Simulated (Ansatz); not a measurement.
Ansatz results at the PBE0-D4/def2-TZVP geometry: HOMO–LUMO gap (ωB97M-V/def2-TZVPP) 11.38 eV; LUMO energy (B3LYP/def2-TZVPP) -0.38 eV; LUMO energy (PBE/def2-TZVPP) -1.00 eV.

Each molecule was computed in one conformer, which needn't be the lowest.

Problem. Which molecule gave them?
A. `FC([SiH3])[O][GaH][Br]`
B. `O[SiH](P)S`
C. `CC(O)(O)S`
D. `OP([SiH3])S`

Solution. B. The others give `CC(O)(O)S`: 11.47, 0.03, -0.67; `FC([SiH3])[O][GaH][Br]`: 10.85, -1.15, -1.78; `OP([SiH3])S`: 10.41, -0.75, -1.42.

B3LYP here is the variant with VWN-RPA as its local correlation; programs differ in this.
